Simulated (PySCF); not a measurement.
Electron correlation in Tm (thulium, neutral)

Starting occupation: [Xe] 4f13 6s2, 4f5/2 with m_j = -3/2, -1/2, +1/2, +3/2, +5/2, 4f7/2 with m_j = -7/2, -5/2, -3/2, -1/2, +1/2, +3/2, +5/2, +7/2. Computed with PySCF 2.14 in x2c-TZVPall-2c (11s11p10d4f1g, 131 functions), with X2C-1e with screened-nucleus spin-orbit coupling, Gaussian nucleus. Frozen: [Ar] 3d10; 41 electrons correlated; the 18 highest virtual spinors left out.

MP2 pair energies summed by pair of shells (mhartree):

| pair | energy | share (%) |
| --- | --- | --- |
| 4f5/2-4f7/2 | -232.80 | 15.1 |
| 4f7/2-4f7/2 | -159.43 | 10.3 |
| 4d5/2-4f7/2 | -95.63 | 6.2 |
| 4f7/2-5p3/2 | -69.52 | 4.5 |
| 4d3/2-4f7/2 | -66.60 | 4.3 |
| 4d5/2-4f5/2 | -63.31 | 4.1 |
| 5p3/2-5p3/2 | -55.13 | 3.6 |
| 4f5/2-4f5/2 | -52.65 | 3.4 |
| 5p1/2-5p3/2 | -52.00 | 3.4 |
| 4d3/2-4d5/2 | -47.91 | 3.1 |
| 4f5/2-5p3/2 | -46.15 | 3.0 |
| 4f7/2-5p1/2 | -39.39 | 2.5 |
| 4d3/2-4f5/2 | -38.04 | 2.5 |
| 4f7/2-4p3/2 | -34.22 | 2.2 |
| 4d5/2-4d5/2 | -30.36 | 2.0 |
| 4d5/2-4p3/2 | -28.04 | 1.8 |
| 4f7/2-5s1/2 | -25.04 | 1.6 |
| 4f5/2-4p3/2 | -22.07 | 1.4 |
| 5p3/2-6s1/2 | -21.44 | 1.4 |
| 5p3/2-5s1/2 | -21.02 | 1.4 |
| 4d3/2-4p3/2 | -20.16 | 1.3 |
| 4f5/2-5p1/2 | -20.00 | 1.3 |
| 6s1/2-6s1/2 | -17.40 | 1.1 |
| 4f7/2-4p1/2 | -16.41 | 1.1 |
| 4f5/2-5s1/2 | -15.63 | 1.0 |
| 4d5/2-5p3/2 | -14.95 | 1.0 |
| 4d5/2-4p1/2 | -14.65 | 0.9 |
| 4d3/2-4d3/2 | -14.51 | 0.9 |
| 5p1/2-5p1/2 | -13.11 | 0.8 |
| 4d3/2-5p3/2 | -12.89 | 0.8 |

Total MP2 correlation energy: -1545.6 mhartree.

This basis was not built for core-valence correlation, so the inner-shell part is incomplete.
